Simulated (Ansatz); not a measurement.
CH7MoN3 (`[CH3][Mo](=[NH])(=[NH])[NH2]`). Total charge 0; spin multiplicity 1. Mo takes the def2 core potential.

```xyz
12

C    -0.7622    0.0388   -1.5865
Mo    0.2227   -0.1535    0.2806
N     1.9061   -0.2149   -0.1166
N    -0.4188   -1.6070    0.9670
N    -0.1840    1.3864    1.3867
H    -0.4168    0.9497   -2.0822
H    -0.5497   -0.8168   -2.2298
H    -1.8406    0.0971   -1.4185
H     2.8163   -0.6520   -0.1606
H    -0.3590   -2.5524    1.3191
H     0.4545    2.1581    1.5126
H    -0.8686    1.3665    2.1282
```

(1) List the harmonic frequencies (cm⁻¹, unscaled) at PBE0-D4/def2-TZVP in Ansatz. (An estimate is asked.)

(2) Is this a minimum?

(3) Give the ideal-gas thermochemistry at 298.15 K and 1 bar (rigid rotor, harmonic oscillator; point group Cs, symmetry number 1).

Answers

(1) The calculation gave: 165, 177, 208, 214, 226, 269, 353, 441, 511, 524, 590, 614, 632, 672, 706, 721, 736, 997, 1024, 1195, 1425, 1433, 1543, 3043, 3136, 3146, 3574, 3618, 3621, 3677.

(2) Yes, all 30 modes are real.

(3) Zero-point energy 234.4 kJ/mol; H(298) − E = 258.4 kJ/mol; entropy 360.6 J/(mol·K), of which translation 171.9, rotation 111.8, vibration 76.9; G(298) − E = 150.8 kJ/mol.
